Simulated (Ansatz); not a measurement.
Relaxation of AlCl3H3N (8 atoms, charge 0, multiplicity 1), to a largest force component of 0.03 eV/Å in at most 50 steps.

The calculation used Ansatz, RKS PBE0-D4/def2-SVP.

```xyz
8
Properties=species:S:1:pos:R:3:forces:R:3
Al -0.189 0.591 -0.557 -0.14 0.94 1.42
N -0.078 0.100 2.492 -0.16 0.80 -0.88
H -0.797 -0.369 3.038 0.00 0.01 -0.01
H 0.819 -0.043 2.950 -0.02 0.00 -0.01
Cl 1.739 0.025 -1.098 0.04 0.00 -0.03
Cl -1.851 -0.465 -1.228 -0.02 -0.02 0.00
Cl -0.495 2.556 0.360 0.15 -0.94 -0.67
H -0.280 1.118 2.488 0.15 -0.77 0.18
```

**Question.** Where does it end, and by what steps?

**Answer.** The run converged. After 7 steps the energy has fallen by 1.389 eV; H3 moved furthest, 0.74 Å. Joined: Al1–N2 (3.09 → 2.01 Å).

```tsv
step	energy less start (eV)	largest force component (eV/Å)	accepted
0	0.0000	1.419	yes
1	-0.3688	1.163	yes
2	-0.6735	0.784	yes
3	-0.9719	0.586	yes
4	-1.2130	1.254	yes
5	-1.3555	0.201	yes
6	-1.3885	0.041	yes
7	-1.3892	0.012	yes
```

```xyz
8
Properties=species:S:1:pos:R:3
Al -0.174 0.647 0.086
N -0.108 0.224 2.051
H -0.835 -0.450 2.300
H 0.799 -0.174 2.303
Cl 1.754 0.011 -0.523
Cl -1.808 -0.556 -0.526
Cl -0.507 2.740 0.150
H -0.252 1.072 2.604
```

Whether the end is a true minimum wasn't checked by a vibrational analysis.

The run took 25 s on 2 threads of Arm Neoverse V1, with other jobs on the host, peak memory 0.23 GiB.
